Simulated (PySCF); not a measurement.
H₁₀Si₄, triplet, at the geometry of the source list (a higher spin typed on purpose: for a closed-shell molecule this is an excited state); M062X/def2-SVP run with PySCF.

The PySCF input:
```python
from pyscf import gto, scf, dft

mol = gto.Mole()
mol.atom = '''
    Si    2.09880000   -0.87300000    0.89290000
    Si    1.09490000    1.11200000    0.25760000
    Si   -0.71730000    0.79770000   -1.16240000
    Si   -2.37460000   -0.52120000   -0.23230000
    H     3.28050000   -0.73640000    1.74650000
    H     1.15460000   -1.72180000    1.62540000
    H     2.52530000   -1.64310000   -0.27930000
    H     2.09350000    2.03230000   -0.31060000
    H     0.63210000    1.83500000    1.45550000
    H    -0.23430000    0.17600000   -2.40820000
    H    -1.28150000    2.07290000   -1.63420000
    H    -2.84200000    0.04230000    1.03770000
    H    -3.56690000   -0.71180000   -1.06040000
    H    -1.86320000   -1.86090000    0.07180000
'''
mol.basis = 'def2-svp'
mol.spin = 2
mol.verbose = 4
mol.build()

mf = dft.UKS(mol)
mf.xc = 'm062x'
mf.kernel()
```

The log (banner, timings and long lists left out):

```
PySCF version 2.14.0

[INPUT] verbose = 4
[INPUT] num. atoms = 14
[INPUT] num. electrons = 66
[INPUT] charge = 0
[INPUT] spin (= nelec alpha-beta = 2S) = 2
[INPUT] symmetry False subgroup None
[INPUT] Mole.unit = angstrom
[INPUT] Symbol           X                Y                Z      unit          X                Y                Z       unit  Magmom
[INPUT]  1 Si     2.098800000000  -0.873000000000   0.892900000000 AA    3.966157190237  -1.649730906745   1.687336456624 Bohr   0.0
[INPUT]  2 Si     1.094900000000   1.112000000000   0.257600000000 AA    2.069061133786   2.101375450516   0.486793449688 Bohr   0.0
[INPUT]  3 Si    -0.717300000000   0.797700000000  -1.162400000000 AA   -1.355500549151   1.507434529566  -2.196617647194 Bohr   0.0
[INPUT]  4 Si    -2.374600000000  -0.521200000000  -0.232300000000 AA   -4.487343655392  -0.984925256123  -0.438983378736 Bohr   0.0
[INPUT]  5 H      3.280500000000  -0.736400000000   1.746500000000 AA    6.199246551636  -1.391594318130   3.300406676553 Bohr   0.0
[INPUT]  6 H      1.154600000000  -1.721800000000   1.625400000000 AA    2.181877783423  -3.253730441276   3.071560842868 Bohr   0.0
[INPUT]  7 H      2.525300000000  -1.643100000000  -0.279300000000 AA    4.772125382364  -3.105008995273  -0.527800506591 Bohr   0.0
[INPUT]  8 H      2.093500000000   2.032300000000  -0.310600000000 AA    3.956141641777   3.840490402954  -0.586948934290 Bohr   0.0
[INPUT]  9 H      0.632100000000   1.835000000000   1.455500000000 AA    1.194495883338   3.467647438577   2.750496374304 Bohr   0.0
[INPUT] 10 H     -0.234300000000   0.176000000000  -2.408200000000 AA   -0.442762830986   0.332591797923  -4.550838453178 Bohr   0.0
[INPUT] 11 H     -1.281500000000   2.072900000000  -1.634200000000 AA   -2.421684028630   3.917213283611  -3.088190432764 Bohr   0.0
[INPUT] 12 H     -2.842000000000   0.042300000000   1.037700000000 AA   -5.370601646014   0.079935415069   1.960968799461 Bohr   0.0
[INPUT] 13 H     -3.566900000000  -0.711800000000  -1.060400000000 AA   -6.740464113711  -1.345107055465  -2.003865582489 Bohr   0.0
[INPUT] 14 H     -1.863200000000  -1.860900000000   0.071800000000 AA   -3.520937715290  -3.516591345203   0.135682335744 Bohr   0.0

nuclear repulsion = 325.224360377237
number of shells = 62
number of NR pGTOs = 214
number of NR cGTOs = 122
basis = def2-svp
ecp = {}

******** <class 'pyscf.dft.uks.UKS'> ********
method = UKS
initial guess = minao
damping factor = 0
level_shift factor = 0
DIIS = <class 'pyscf.scf.diis.CDIIS'>
diis_start_cycle = 1
diis_space = 8
diis_damp = 0
SCF conv_tol = 1e-09
SCF conv_tol_grad = None
SCF max_cycles = 50
direct_scf = True
direct_scf_tol = 1e-13
number electrons alpha = 34  beta = 32
XC library pyscf.dft.libxc version 7.1.2
    S. Lehtola, C. Steigemann, M. J. T. Oliveira, and M. A. L. Marques,  SoftwareX 7, 1–5 (2018)
XC functionals = m062x
    Y. Zhao and D. G. Truhlar,  Theor. Chem. Acc. 120, 215 (2008)
    Y. Zhao and D. G. Truhlar,  Theor. Chem. Acc. 120, 215 (2008)
radial grids:
    Treutler-Ahlrichs [JCP 102, 346 (1995); DOI:10.1063/1.469408] (M4) radial grids

becke partition: Becke, JCP 88, 2547 (1988); DOI:10.1063/1.454033
pruning grids: <function nwchem_prune>
grids dens level: 3
symmetrized grids: False
atomic radii adjust function: <function treutler_atomic_radii_adjust>
small_rho_cutoff = 0
Set gradient conv threshold to 3.16228e-05
tot grids = 174800
init E= -1163.25470889475

cycle= 1 E= -1163.24311365111  delta_E= 0.0116  |g|= 0.158  |ddm|= 3.39

cycle= 2 E= -1163.26038004934  delta_E= -0.0173  |g|= 0.0906  |ddm|= 0.717

cycle= 3 E= -1163.26766275831  delta_E= -0.00728  |g|= 0.0272  |ddm|= 0.31

cycle= 4 E= -1163.26866377937  delta_E= -0.001  |g|= 0.00897  |ddm|= 0.164

cycle= 5 E= -1163.26892063728  delta_E= -0.000257  |g|= 0.00473  |ddm|= 0.0837

cycle= 6 E= -1163.2690493665  delta_E= -0.000129  |g|= 0.00252  |ddm|= 0.085

cycle= 7 E= -1163.26911439496  delta_E= -6.5e-05  |g|= 0.00132  |ddm|= 0.0697

cycle= 8 E= -1163.26913382211  delta_E= -1.94e-05  |g|= 0.000553  |ddm|= 0.0456

cycle= 9 E= -1163.26913694388  delta_E= -3.12e-06  |g|= 0.000187  |ddm|= 0.0176

cycle= 10 E= -1163.26913721621  delta_E= -2.72e-07  |g|= 8.17e-05  |ddm|= 0.00386

cycle= 11 E= -1163.26913728817  delta_E= -7.2e-08  |g|= 6.89e-05  |ddm|= 0.00188

cycle= 12 E= -1163.2691373282  delta_E= -4e-08  |g|= 6.39e-05  |ddm|= 0.00107

cycle= 13 E= -1163.26913734575  delta_E= -1.75e-08  |g|= 6.54e-05  |ddm|= 0.000508

cycle= 14 E= -1163.26913725461  delta_E= 9.11e-08  |g|= 5.87e-05  |ddm|= 0.00266

cycle= 15 E= -1163.26913706392  delta_E= 1.91e-07  |g|= 3.22e-05  |ddm|= 0.00869

cycle= 16 E= -1163.26913702868  delta_E= 3.52e-08  |g|= 1.48e-05  |ddm|= 0.00496

cycle= 17 E= -1163.26913702833  delta_E= 3.48e-10  |g|= 7.63e-06  |ddm|= 0.00108

Extra cycle  E= -1163.26913702881  delta_E= -4.75e-10  |g|= 5.93e-06  |ddm|= 0.000216
converged SCF energy = -1163.26913702881  <S^2> = 2.0048904  2S+1 = 3.0032585
```
